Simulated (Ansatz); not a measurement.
```xyz
10

O     1.4179    0.3465    1.6225
Ge   -0.2189    0.7044    0.9897
Si   -0.4183   -0.7706   -0.8691
O     0.4151   -0.1003   -2.1028
F    -1.9708   -0.8892   -1.2470
H     1.6533    0.8971    2.3720
H    -0.3117    2.1952    0.6012
H    -1.2619    0.4216    2.0937
H     0.0407   -2.1583   -0.6069
H     0.6548   -0.6464   -2.8533
```

The species carries charge 0 and has multiplicity 1.

Question: List the B3LYP/def2-TZVPP orbital energies in eV (Ansatz). (Estimate.)

Answer: Ansatz gave: Occupied: -10850.48, -1800.44, -1354.84, -1205.74, -1205.73, -1205.73, -671.48, -521.07, -520.33, -169.41, -144.79, -119.68, -119.63, -119.63, -100.16, -100.11, -100.08, -33.36, -33.21, -33.20, -33.15, -33.14, -32.45, -27.97, -26.68, -16.36, -15.12, -14.12, -12.79, -12.52, -12.27, -11.54, -10.24, -10.10, -9.70, -9.46, -8.17, -8.03. Lowest empty: -0.77, -0.29, 0.63, 1.13, 1.53, 1.62, 2.18, 2.64.

B3LYP here is the variant with VWN-RPA as its local correlation; programs differ in this.
